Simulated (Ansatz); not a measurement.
Ansatz (a quantum-chemistry and plane-wave program) input (CCSD(T)/STO-3G):

Ansatz 0.2 input:
```yaml
crystal:
  periodic: [false, false, false]
  atoms:
    - {symbol: C, position_ang: [-1.81218320, -0.07437759, 0.06289324]}
    - {symbol: C, position_ang: [-0.69933297, -1.06281464, 0.05701123]}
    - {symbol: C, position_ang: [0.60559246, -0.77883360, 0.00442750]}
    - {symbol: C, position_ang: [1.11177589, 0.55096639, -0.05458415]}
    - {symbol: N, position_ang: [1.53455686, 1.62270152, -0.10263921]}
    - {symbol: H, position_ang: [-1.44971488, 0.95155968, 0.01830297]}
    - {symbol: H, position_ang: [-2.47816369, -0.24824584, -0.78690246]}
    - {symbol: H, position_ang: [-2.41965627, -0.19279634, 0.96448427]}
    - {symbol: H, position_ang: [-0.97615882, -2.11104047, 0.09944615]}
    - {symbol: H, position_ang: [1.34668257, -1.56803100, 0.00465665]}
basis:
  gaussian:
    orbitals: STO-3G
magnetization: {spin_polarized: false}
correlation: {method: ccsd_t, electrons: outside_noble_gas}
```

Output:

```
Functional definition: HF
integrals: 0.00 GiB planned
420 factors; integrals over basis functions are off by at most 4.6e-5 eV
mean field: 0.08 GiB planned
mean field evaluation 1: about -5607.5085 eV, gradient 3.4e1 eV
mean field evaluation 2: about -5607.6549 eV, gradient 3.4e1 eV
mean field evaluation 4: about -5611.3022 eV, gradient 2.8e0 eV
mean field evaluation 8: about -5611.3409 eV, gradient 1.3e-2 eV
mean field evaluation 16: about -5611.1618 eV, gradient 2.8e0 eV
mean field -5611.33829568 eV, -206.2128788646 hartree, gradient 3.0e-6 eV, S^2 0.000000; 0 other end points of the search recorded, 0 dependent functions left out; unrestricted orbitals would lower it
5 core orbitals not correlated
reference -5611.33829568 eV, -206.2128788646 hartree; 13, 13 occupied and 12, 12 virtual orbitals, 420 factors
second order -8.57859360 eV of doubles, -0.00000000 eV of singles
coupled cluster: 0.06 GiB planned
cycle   1  -9.27115642 eV  change   -6.9e-1 eV  update   9.1e-2
cycle   2  -9.81848672 eV  change   -5.5e-1 eV  update   3.9e-2
cycle   3  -9.95916120 eV  change   -1.4e-1 eV  update   1.6e-2
cycle   4  -9.97678506 eV  change   -1.8e-2 eV  update   5.5e-3
cycle   5  -9.97994960 eV  change   -3.2e-3 eV  update   1.8e-3
cycle   6  -9.97920773 eV  change    7.4e-4 eV  update   7.3e-4
cycle   7  -9.97894657 eV  change    2.6e-4 eV  update   3.6e-4
cycle   8  -9.97932113 eV  change   -3.7e-4 eV  update   1.2e-4
cycle   9  -9.97935266 eV  change   -3.2e-5 eV  update   3.4e-5
cycle  10  -9.97932347 eV  change    2.9e-5 eV  update   1.3e-5
coupled cluster: 0.06 GiB planned
perturbative correction -0.11450904 eV, -0.0042081296 hartree
Total energy: -5621.43212820 eV, -206.5838203677 hartree
```
